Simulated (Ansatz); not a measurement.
A geometry relaxed with CAM-B3LYP-D3(BJ)/def2-TZVP (Ansatz, an electronic-structure program), charge 0, multiplicity 1:

```xyz
12

H      0.3353     1.5914    -1.4158
H     -2.0911    -1.1978     0.3213
C     -1.3451    -0.5315     0.7558
C      0.2422     0.7757    -0.7082
H     -0.4818    -1.1233     1.0555
H      2.0682    -0.0873     1.1855
Si     1.7810    -0.1717    -0.2643
H      1.6546    -1.6037    -0.6171
H      2.9161     0.4074    -1.0119
C     -0.9631     0.5258    -0.2213
H     -1.7871    -0.0832     1.6462
Cl    -2.3293     1.4981    -0.7258
```

### Question
Write the SMILES of this molecule.

### Answer
`C/C(Cl)=C\[SiH3]`
